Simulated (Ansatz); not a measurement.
A nudged elastic band was laid between two geometries of C$_{3}$H$_{5}$B (9 atoms, charge 0, multiplicity 1).

The calculation used Ansatz 0.2.0, RKS PBE0-D4/6-31G.

```json
{"movable images": "7", "climbing image": "yes", "spring": "5.0 eV/Å²", "optimiser": "quadratic models (default)", "start path": "through a guess of the saddle point", "force threshold": "0.05 eV/Å", "iteration limit": "60", "end points": "relaxed"}
```

First end point:

```xyz
9
Properties=species:S:1:pos:R:3
B -0.081 2.067 -1.044
C -0.035 0.737 -0.370
C 0.003 -0.357 0.183
C 0.057 -1.651 0.836
H 0.195 2.173 -2.204
H -0.394 3.049 -0.435
H 1.092 -1.894 1.108
H -0.299 -2.449 0.174
H -0.539 -1.673 1.754
```

Last end point:

```xyz
9
Properties=species:S:1:pos:R:3
B -0.084 2.066 -1.046
C -0.028 0.738 -0.368
C 0.021 -0.354 0.188
C 0.073 -1.649 0.840
H 0.657 2.321 -1.951
H -0.871 2.897 -0.694
H 1.075 -2.089 0.792
H -0.615 -2.346 0.346
H -0.227 -1.585 1.892
```

Task: Which bonds break or form, and what moves?

Result: No bond is made or broken.  The two ends are copies of one structure, up to a mirror image or an exchange of like atoms.

Task: Give the energies along the band, and the barrier.

Result: The forces met the threshold. The highest image is number 4 of 0 to 8, 0.0 kJ/mol above the ends, which have the same energy within 2 meV. The top lies less than 8 meV above the higher end, about what the thresholds resolve: that end is a shoulder or a very shallow well. A vibrational analysis at the climbing image gives no mode beyond 40i cm⁻¹: the surface is too flat there to confirm a saddle point. Limits of this set-up: no polarisation functions.

| image | path coordinate (Å) | energy (kJ/mol) |
| --- | --- | --- |
| 0 | 0.00 | 0.0 |
| 1 | 0.13 | 0.0 |
| 2 | 0.27 | 0.0 |
| 3 | 0.40 | 0.0 |
| 4 | 0.54 | 0.0 |
| 5 | 0.66 | 0.0 |
| 6 | 0.78 | 0.0 |
| 7 | 0.90 | 0.0 |
| 8 | 1.02 | 0.0 |

Task: What is the geometry of the highest image?

Result: 
```xyz
9
Properties=species:S:1:pos:R:3
B -0.060 2.070 -1.041
C -0.020 0.740 -0.365
C 0.012 -0.356 0.186
C 0.047 -1.650 0.838
H 0.508 2.243 -2.081
H -0.666 2.981 -0.556
H 1.080 -1.996 0.967
H -0.468 -2.402 0.229
H -0.431 -1.630 1.824
```

The band took 23 iterations and roughly 4 core-minutes.

The run took 4.3 min on 1 thread of Arm Neoverse V1, with other jobs on the host, peak memory 0.1 GiB.
